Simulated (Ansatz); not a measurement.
A nudged elastic band was laid between two geometries of Cl$_{2}$H$_{2}$OSi (6 atoms, charge 0, multiplicity 1).

Computed with RKS LDA/def2-SVPD in Ansatz.

* movable images: 7
* climbing image: yes
* spring: 5.0 eV/Å²
* optimiser: quadratic models (default)
* start path: through a guess of the saddle point
* force threshold: 0.05 eV/Å
* iteration limit: 60
* end points: relaxed

Image 0:

```xyz
6
Properties=species:S:1:pos:R:3
Si 0.128 -1.257 0.080
Cl 1.722 -0.867 -1.272
Cl -1.514 -0.518 -1.159
H -0.248 0.819 1.585
O 0.228 0.693 0.736
H -0.315 1.131 0.031
```

Image 8:

```xyz
6
Properties=species:S:1:pos:R:3
Si -0.005 -0.330 0.199
Cl 1.644 -1.043 -0.807
Cl -1.664 -0.904 -0.878
H -0.052 -0.901 1.568
O 0.054 1.306 0.354
H 0.021 1.873 -0.437
```

Problem. What changes between the two ends?

Solution. Bonds broken: H4–O5. Bonds formed: Si1–H4.

Problem. Give the energies along the band, and the barrier.

Solution. The forces met the threshold. The highest image is number 3 of 0 to 8, 25.4 kcal/mol above the first end and 61.6 kcal/mol above the last; the last end lies 36.2 kcal/mol below the first. Neighbouring images differ by up to 1.2 eV, so the band resolves the path poorly. A vibrational analysis at the climbing image gives one clearly imaginary mode, 1313i cm⁻¹: a first-order saddle point. The orbitals stay closed-shell, which can raise the energy where a bond breaks towards radicals; this wasn't checked here.

```json
{"image": "0", "path coordinate (Å)": "0.00", "energy (kcal/mol)": "0.0", "H4–O5 (Å)": "0.98", "Si1–H4 (Å)": "2.59"}
{"image": "1", "path coordinate (Å)": "0.44", "energy (kcal/mol)": "1.5", "H4–O5 (Å)": "0.98", "Si1–H4 (Å)": "2.43"}
{"image": "2", "path coordinate (Å)": "0.87", "energy (kcal/mol)": "9.1", "H4–O5 (Å)": "1.01", "Si1–H4 (Å)": "2.01"}
{"image": "3", "path coordinate (Å)": "1.31", "energy (kcal/mol)": "25.4", "H4–O5 (Å)": "1.32", "Si1–H4 (Å)": "1.64"}
{"image": "4", "path coordinate (Å)": "1.77", "energy (kcal/mol)": "1.8", "H4–O5 (Å)": "1.80", "Si1–H4 (Å)": "1.51"}
{"image": "5", "path coordinate (Å)": "2.23", "energy (kcal/mol)": "-26.2", "H4–O5 (Å)": "2.27", "Si1–H4 (Å)": "1.49"}
{"image": "6", "path coordinate (Å)": "2.69", "energy (kcal/mol)": "-34.8", "H4–O5 (Å)": "2.61", "Si1–H4 (Å)": "1.49"}
{"image": "7", "path coordinate (Å)": "3.15", "energy (kcal/mol)": "-35.4", "H4–O5 (Å)": "2.56", "Si1–H4 (Å)": "1.49"}
{"image": "8", "path coordinate (Å)": "3.61", "energy (kcal/mol)": "-36.2", "H4–O5 (Å)": "2.52", "Si1–H4 (Å)": "1.48"}
```

Problem. What is the geometry of the highest image?

Solution. 
```xyz
6
Properties=species:S:1:pos:R:3
Si 0.104 -0.796 0.091
Cl 1.753 -1.132 -1.127
Cl -1.528 -0.732 -1.216
H -0.057 0.094 1.464
O 0.232 0.991 0.545
H -0.504 1.574 0.242
```

Time of the run: 68 s on 2 threads of Intel(R) Xeon(R) 6975P-C (Granite Rapids) (shared host), peak memory 0.17 GiB.
